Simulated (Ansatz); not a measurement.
Cost and result for the atomization energy of `CO[SiH](Cl)OC` (13 atoms, 12 bonds).

Z-matrix (Å, degrees):
```
C
O 1 1.411
H 1 1.094 2 111.1
H 1 1.090 2 107.9 3 -119.2
H 1 1.095 2 111.5 3 121.6
Si 2 1.616 1 125.4 3 -62.5
O 6 1.616 2 105.6 1 175.4
Cl 6 2.060 2 110.4 1 56.0
H 6 1.479 2 112.4 1 -61.7
C 7 1.411 6 125.3 2 -175.8
H 10 1.090 7 107.9 6 -177.0
H 10 1.095 7 111.5 6 -57.8
H 10 1.094 7 111.1 6 63.8
```

Total charge 0; spin multiplicity 1. Geometry: relaxed with PBE0-D4/def2-TZVP. It is one conformer, not always the lowest. Program: Ansatz. All runs use 2 threads of an AMD EPYC 7R13 on a shared host and a share of an NVIDIA H100 80 GB. Times are those of one run each, without the atoms' runs, and a repeat can differ threefold. Electronic energies, without spin–orbit coupling; frozen cores. CCSD(T)/CBS adds CCSD(T) − MP2 in def2-TZVPP to the MP2 limit, and its time is that of the two runs behind it. T1 = 0.011. B3LYP takes the VWN-RPA correlation (the form of Gaussian; ORCA's B3LYP/G).

CCSD(T)/CBS is a level of theory with its own doubt, some kJ/mol a heavy atom from the limit and from the frozen cores, so smaller differences don't rank the functionals.

```
                             level  functions  wall time  atomization (kJ/mol)  difference from CCSD(T)/CBS  per bond
                PBE0-D4/def2-TZVPP        306       14 s                4958.2                        -28.1      -2.3
r2SCAN-D4/def2-TZVPP (with forces)        306       20 s                4986.1                         -0.2       0.0
                ωB97X-V/def2-TZVPP        306       20 s                4988.8                          2.5       0.2
 B3LYP-D4/def2-TZVPP (with forces)        306       22 s                4959.4                        -26.9      -2.2
   PBE-D4/def2-TZVPP (with forces)        306       23 s                5041.5                         55.2       4.6
                    MP2/def2-QZVPP        578       25 s                5029.3                         43.0       3.6
  ωB97M-V/def2-TZVPP (with forces)        306       27 s                4992.2                          5.9       0.5
                CCSD(T)/def2-TZVPP        306       27 s                4849.7                       -136.6     -11.4
                 B2PLYP/def2-TZVPP        306       32 s                4916.5                        -69.8      -5.8
                 CCSD(T)/CBS(def2)          –       52 s                4986.3                          0.0       0.0
```

The D4 term adds +46.6 kJ/mol with B3LYP and +24.7 kJ/mol with PBE0; it sums over pairs of atoms, weighted by their polarisabilities, and B3LYP, whose exchange is more repulsive, gets the larger term. From PBE to PBE0 (25 % exact exchange), in def2-TZVPP and without D4, the atomization energy moves by −79.0 kJ/mol: exact exchange takes away binding that semilocal exchange gives to molecules. In def2-TZVPP, CCSD(T) changes the Hartree–Fock value by +1200.2 kJ/mol (the triples alone add +69.4 kJ/mol) and MP2 by +1298.1 kJ/mol; breaking electron pairs costs correlation energy, which Hartree–Fock lacks.
